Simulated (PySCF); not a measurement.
Atoms are numbered as in `[CH3:1][C@@H:2]1[CH2:3][O:4][C@H:5]1[C:6]([NH2:7])=[O:8]`; H(Xn) means a hydrogen on atom n. Ha(C3) is cis to C1 on the ring; Ha(N7) is cis to the C=O or C=S heteroatom; Hb(C3) is trans to C1 on the ring; Hb(N7) is trans to the C=O or C=S heteroatom.

- σ from GIAO-PBE0/pcSseg-1
- GFN2-xTB structure
- run in PySCF 2.14.0 with density-fitted response routines
- isolated molecule, non-relativistic Hamiltonian, one averaged value for each set of equivalent atoms, one computed conformer

Referencing at the same level of theory: 13C and 1H vs TMS; 17O vs H2O; NH3 for 15N.

```json
{"atoms": "H(C1)", "nucleus": "1H", "count": "3", "Hirshfeld charge": "0.05", "δ (ppm)": "1.42"}
{"atoms": "C2", "nucleus": "13C", "count": "1", "Hirshfeld charge": "-0.02", "δ (ppm)": "38.5"}
{"atoms": "Hb(N7)", "nucleus": "1H", "count": "1", "Hirshfeld charge": "0.12", "δ (ppm)": "6.57"}
{"atoms": "H(C2)", "nucleus": "1H", "count": "1", "Hirshfeld charge": "0.04", "δ (ppm)": "?"}
{"atoms": "C6", "nucleus": "13C", "count": "1", "Hirshfeld charge": "0.16", "δ (ppm)": "175.0"}
{"atoms": "N7", "nucleus": "15N", "count": "1", "Hirshfeld charge": "-0.17", "δ (ppm)": "112.6"}
{"atoms": "H(C5)", "nucleus": "1H", "count": "1", "Hirshfeld charge": "0.05", "δ (ppm)": "?"}
{"atoms": "O8", "nucleus": "17O", "count": "1", "Hirshfeld charge": "-0.31", "δ (ppm)": "?"}
{"atoms": "Hb(C3)", "nucleus": "1H", "count": "1", "Hirshfeld charge": "0.04", "δ (ppm)": "4.77"}
{"atoms": "Ha(N7)", "nucleus": "1H", "count": "1", "Hirshfeld charge": "0.14", "δ (ppm)": "?"}
{"atoms": "C5", "nucleus": "13C", "count": "1", "Hirshfeld charge": "0.04", "δ (ppm)": "88.3"}
{"atoms": "Ha(C3)", "nucleus": "1H", "count": "1", "Hirshfeld charge": "0.04", "δ (ppm)": "4.43"}
{"atoms": "C1", "nucleus": "13C", "count": "1", "Hirshfeld charge": "-0.11", "δ (ppm)": "?"}
{"atoms": "O4", "nucleus": "17O", "count": "1", "Hirshfeld charge": "-0.16", "δ (ppm)": "29.8"}
{"atoms": "C3", "nucleus": "13C", "count": "1", "Hirshfeld charge": "0.01", "δ (ppm)": "77.9"}
```

Question: Complete the table.

Answer: 
- C1: 21.9 ppm, methyl carbon; aliphatic region, no heteroatom directly attached
- Ha(N7): 4.64 ppm, hydrogen on an amide-type nitrogen; exchangeable; this is the value without hydrogen bonding to other molecules
- H(C5): 4.45 ppm, hydrogen on an sp3 CH bonded to O, α to a carbonyl; its carbon carries O, an electronegative neighbour
- H(C2): 2.84 ppm, hydrogen on an sp3 CH in a ring
- O8: 381.6 ppm, amide-type carbonyl oxygen

The OH or NH signal is concentration- and solvent-dependent in practice; the value given is the gas-phase one. Rotation about the amide-type C–N bond is slow at room temperature, so the two groups on nitrogen are listed apart. Shifts are as computed. Against solution values, carbons near 30 ppm lie about +3 ppm off and those near 130 ppm about +5 ppm. Of 1211 compounds with measured shifts, 218 miss one by over three times the rms of a fit or turn the order of signals round; such compounds aren't used in these exercises. Hydrogen bonding in solution shields acid and N–H amide carbonyl oxygens by tens of ppm. The C=O carbon of an acid or of an amide with N–H lies up to 10 ppm further downfield in solution, through hydrogen bonding that the calculation lacks. Unscaled 17O shifts of doubly bonded oxygen tend to come out too high, by tens of ppm or more. Experimental scales use liquid or dissolved standards, which lie at an offset from isolated NH3 (liquid NH3: subtract about 20 ppm) and H2O (liquid H2O: subtract about 36 ppm).
